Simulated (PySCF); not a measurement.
## How methods differ on the ionisation energy of Ca+

Ca+ [Ar] 4s1 (2S) → Ca(2+) [Ar] (1S), as a difference of total energies. Computed with PySCF 2.14 in cc-pVDZ-X2C, with scalar relativity by spin-free X2C-1e. The calculations carry no spin-orbit coupling.

```
method  ionisation energy (eV)
   UHF                  11.348
  TPSS                  11.721
  PBE0                  11.882
```

**Question.** Which method comes closest to the reference value, and which is furthest?

**Answer.** The reference is 11.872 eV (measured; NIST Atomic Spectra Database, ionization energies). Closest: PBE0 (error 0.010 eV); furthest: UHF (error -0.524 eV).
